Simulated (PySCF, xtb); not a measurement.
Ge(H)2(Me)(vinyl) (C3H8Ge), SMILES [CH3][GeH2][CH]=C. One conformer was computed; it need not be the lowest.

Harmonic wavenumbers (cm⁻¹) from xtb with GFN2-xTB at its own minimum, in rising order: 80, 129, 141, 305, 346, 473, 548, 599, 637, 664, 803, 819, 861, 916, 996, 1026, 1253, 1328, 1409, 1465, 1465, 1658, 1937, 1986, 3012, 3012, 3022, 3022, 3062, 3083.

What does PBE0-D3(BJ)/def2-SVP in PySCF 2.14.0 give at its own minimum? (Estimate from the structure and the level; the computed values follow.)

93, 146, 152, 317, 385, 500, 581, 618, 689, 703, 840, 857, 891, 980, 1005, 1042, 1253, 1269, 1415, 1436, 1438, 1689, 2128, 2135, 3068, 3137, 3165, 3179, 3181, 3232. Paired by order, the mean absolute difference is 56 cm⁻¹ and the zero-point energies are 57.3 and 59.4 kcal/mol.
